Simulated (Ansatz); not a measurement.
Cost and result for the atomization energy of C₂H₅Ga (`C=[CH][GaH2]`) (8 atoms, 7 bonds).

| atom | x (Å) | y (Å) | z (Å) |
| --- | --- | --- | --- |
| C1 | 0.056 | 0.736 | 1.179 |
| C2 | 0.101 | -0.430 | 0.532 |
| Ga3 | -0.105 | -0.495 | -1.406 |
| H4 | -0.095 | 1.677 | 0.654 |
| H5 | 0.167 | 0.813 | 2.259 |
| H6 | 0.255 | -1.331 | 1.123 |
| H7 | -0.321 | 0.877 | -2.140 |
| H8 | -0.059 | -1.847 | -2.201 |

Charge 0, multiplicity 1. Correlated methods include outer-core shells of Ga, which these sets cover unevenly. Scalar relativity is left out up to krypton. The geometry is a stationary point of PBE0-D4/def2-TZVP. Program: Ansatz. All runs use 4 threads of an Arm Neoverse V2 on a shared host. Times are those of one run each, without the atoms' runs, and a repeat can differ threefold. Electronic energies, without spin–orbit coupling; frozen cores. CCSD(T)/CBS adds CCSD(T) − MP2 in def2-TZVPP to the MP2 limit, and its time is that of the two runs behind it. T1 = 0.013. With those shells the extrapolation isn't a true limit. B3LYP takes the VWN-RPA correlation (the form of Gaussian; ORCA's B3LYP/G).

CCSD(T)/CBS is a level of theory with its own doubt, some kJ/mol a heavy atom from the limit and from the frozen cores, so smaller differences don't rank the functionals.

```json
{"level": "revPBE-D4/def2-TZVPP", "functions": "180", "wall time": "1.1 s"}
{"level": "PBE-D4/def2-TZVPP (with forces)", "functions": "180", "wall time": "1.2 s"}
{"level": "PBE0-D4/def2-TZVPP", "functions": "180", "wall time": "1.4 s"}
{"level": "BHLYP-D4/def2-TZVPP", "functions": "180", "wall time": "1.6 s"}
{"level": "CCSD(T)/def2-SVP", "functions": "85", "wall time": "1.8 s"}
{"level": "CAM-B3LYP-D4/def2-TZVPP", "functions": "180", "wall time": "1.9 s"}
{"level": "B3LYP-D4/def2-TZVPP (with forces)", "functions": "180", "wall time": "1.9 s"}
{"level": "r2SCAN-D4/def2-TZVPP (with forces)", "functions": "180", "wall time": "2.8 s"}
{"level": "r2SCANh-D4/def2-TZVPP", "functions": "180", "wall time": "2.9 s"}
{"level": "B97M-V/def2-TZVPP", "functions": "180", "wall time": "5.5 s"}
{"level": "MP2/def2-QZVPP", "functions": "353", "wall time": "9 s"}
{"level": "CCSD(T)/def2-TZVPP", "functions": "180", "wall time": "27 s"}
{"level": "CCSD(T)/CBS(def2)", "functions": "–", "wall time": "36 s"}
```

(1) What atomization energy does each give, and how far from CCSD(T)/CBS? (Best estimate.)

## Answers

(1) Computed: 
```
                             level  atomization (kJ/mol)  difference from CCSD(T)/CBS  per bond
              revPBE-D4/def2-TZVPP                2684.6                        -32.3      -4.6
   PBE-D4/def2-TZVPP (with forces)                2741.4                         24.5       3.5
                PBE0-D4/def2-TZVPP                2711.5                         -5.4      -0.8
               BHLYP-D4/def2-TZVPP                2648.5                        -68.4      -9.8
                  CCSD(T)/def2-SVP                2601.6                       -115.3     -16.5
           CAM-B3LYP-D4/def2-TZVPP                2718.4                          1.5       0.2
 B3LYP-D4/def2-TZVPP (with forces)                2704.9                        -12.0      -1.7
r2SCAN-D4/def2-TZVPP (with forces)                2718.8                          1.9       0.3
             r2SCANh-D4/def2-TZVPP                2706.3                        -10.6      -1.5
                 B97M-V/def2-TZVPP                2727.9                         11.0       1.6
                    MP2/def2-QZVPP                2714.2                         -2.7      -0.4
                CCSD(T)/def2-TZVPP                2667.9                        -49.0      -7.0
                 CCSD(T)/CBS(def2)                2716.9                          0.0       0.0
```

Leaving LDA and LC-ωPBE aside and taking each functional with its dispersion term where it has one, the values spread over 93.0 kJ/mol, from BHLYP-D4 to PBE-D4. LDA lies +331.9 kJ/mol from PBE without D4, its usual overbinding. From r2SCAN to r2SCAN0 (25 % exact exchange), in def2-TZVPP and without D4, the atomization energy moves by −30.5 kJ/mol: exact exchange takes away binding that semilocal exchange gives to molecules. At CCSD(T), def2-SVP lies −115.3 kJ/mol from the extrapolated value and def2-TZVPP −49.0 kJ/mol: correlation converges slowly with the basis, and small sets miss more of it in the bonded molecule than in its fragments.
